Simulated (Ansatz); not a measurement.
`B[CH2][AlH][CH3]` + `C[Si](O)(O)O` → `BO[Si](C)(O)O` + `[CH3][AlH][CH3]`  (ligand exchange at a B–C bond)

Computed with Ansatz on PBE0-D4/def2-TZVP structures; ΔE is electronic, products minus reactants. CCSD(T)/CBS is the MP2 limit (def2-TZVPP, def2-QZVPP) plus CCSD(T) − MP2 in def2-TZVPP, frozen cores. DFT in def2-TZVPP. B3LYP here is the variant with VWN-RPA as its local correlation; programs differ in this. One conformer a species, not always the lowest.

`B[CH2][AlH][CH3]`:

Cartesian coordinates in Å:
```
B -1.350 -1.340 0.526
C 0.134 -1.276 0.769
Al 0.517 0.662 0.506
C 0.617 1.422 -1.282
H -1.787 -1.421 -0.590
H -2.129 -1.206 1.431
H 0.500 -1.472 1.780
H 0.780 -1.698 -0.009
H 0.823 1.536 1.796
H 1.582 1.908 -1.457
H -0.144 2.202 -1.402
H 0.459 0.682 -2.069
```

`C[Si](O)(O)O`:

```xyz
11

C    -0.654    0.712    1.122
Si    0.175   -0.249   -0.219
O     1.680   -0.753    0.189
O     0.416    0.648   -1.579
O    -0.778   -1.554   -0.482
H    -0.103    1.628    1.342
H    -1.674    0.985    0.840
H    -0.710    0.117    2.037
H     2.406   -0.296   -0.238
H    -0.353    1.026   -2.007
H    -0.405   -2.265   -1.005
```

`BO[Si](C)(O)O`:

Z-matrix (Å, degrees):
```
Si
O 1 1.651
O 1 1.639 2 103.0
C 1 1.844 2 112.9 3 -122.8
O 1 1.634 2 108.2 3 119.1
B 2 1.345 1 133.8 3 87.4
H 3 0.958 1 117.6 2 171.0
H 4 1.092 1 110.8 2 60.2
H 4 1.093 1 110.6 2 -179.8
H 4 1.092 1 110.8 2 -60.3
H 5 0.959 1 117.6 2 -48.7
H 6 1.200 2 118.2 1 -177.0
H 6 1.205 2 120.4 1 3.5
```

`[CH3][AlH][CH3]`:

Z-matrix (Å, degrees):
```
C
Al 1 1.954
H 1 1.092 2 113.4
H 1 1.095 2 111.1 3 121.8
H 1 1.096 2 110.4 3 -120.9
C 2 1.954 1 121.2 3 -176.1
H 2 1.595 1 120.2 3 4.5
H 6 1.096 2 110.5 1 -117.3
H 6 1.093 2 113.4 1 3.7
H 6 1.095 2 111.0 1 125.4
```

Question: Is it downhill or uphill in electronic energy at CCSD(T)/CBS, and by how much? (Best estimate.)

Answer: Ansatz gave: Downhill: ΔE = -0.94 eV.

Question: What do these levels give: PBE0-D4, ωB97X-V, ωB97M-V, PBE, B3LYP, MP2/def2-TZVPP, SCS-MP2/def2-TZVPP, CCSD/def2-TZVPP, CCSD(T)/def2-TZVPP, HF/def2-QZVPP, MP2/def2-QZVPP, MP2/CBS(def2)? (An estimate is asked.)

Answer: The calculation gave: PBE0-D4 -0.89, ωB97X-V -0.97, ωB97M-V -0.95, PBE -0.86, B3LYP -1.01, MP2/def2-TZVPP -0.94, SCS-MP2/def2-TZVPP -0.99, CCSD/def2-TZVPP -0.98, CCSD(T)/def2-TZVPP -0.96, HF/def2-QZVPP -1.16, MP2/def2-QZVPP -0.94, MP2/CBS(def2) -0.93 eV.

Largest T1 diagnostic among the species: 0.012.

In def2-TZVPP, CCSD(T) changes the Hartree–Fock value by +0.19 eV (the triples alone add +0.02 eV) and MP2 by +0.21 eV.
